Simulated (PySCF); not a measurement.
# Trend along the alkali metals: MNa anions

PBE0 with double-zeta basis sets in PySCF, for the lowest determinant that a PBE0 search found; no spin–orbit coupling. De refers to high-spin ground-configuration atoms (the charge goes to the atom of lower measured ionisation energy or higher electron affinity, which is not always the lowest computed limit). A positive dipole points towards Na; it is taken about the centre of mass and depends on that origin.

```json
{"M": "Li", "basis": "aug-pcseg-1", "charged atom": "Li−", "state (unpaired electrons)": "doublet (σ ↑)", "Re (Å)": "3.342", "ωe (cm⁻¹)": "160", "De (eV)": "0.78", "μ (D)": "4.11"}
{"M": "Na", "basis": "def2-SVPD", "charged atom": "Na−", "state (unpaired electrons)": "doublet (σ ↑)", "Re (Å)": "3.557", "ωe (cm⁻¹)": "101", "De (eV)": "0.82", "μ (D)": "n/a"}
{"M": "K", "basis": "aug-pcseg-1", "charged atom": "Na−", "state (unpaired electrons)": "doublet (σ ↑)", "Re (Å)": "3.988", "ωe (cm⁻¹)": "81.0", "De (eV)": "0.63", "μ (D)": "0.03"}
{"M": "Rb", "basis": "def2-SVPD", "charged atom": "Na−", "state (unpaired electrons)": "doublet (σ ↑)", "Re (Å)": "4.177", "ωe (cm⁻¹)": "67.6", "De (eV)": "0.74", "μ (D)": "-3.31"}
{"M": "Cs", "basis": "def2-SVPD", "charged atom": "Na−", "state (unpaired electrons)": "doublet (σ ↑)", "Re (Å)": "4.392", "ωe (cm⁻¹)": "62.5", "De (eV)": "0.71", "μ (D)": "-4.32"}
```

The shortest bond is that of NaLi⁻ (3.342 Å), the longest that of CsNa⁻ (4.392 Å).

The rows differ in basis set, which adds steps of its own.

Down a group the atoms grow and get heavier, so bonds lengthen and wavenumbers fall; this series shows no clear exception.

Spin–orbit coupling is left out. For an ion De counts to the pair picked by the measured ionisation energies or electron affinities, which need not be the lowest pair at this level. The highest Kohn–Sham level is positive in some of these anions. Much of that is self-interaction error, but it also means that the finite basis helps to hold the extra electron. States were picked by a PBE0 search and need not be the measured ground states.
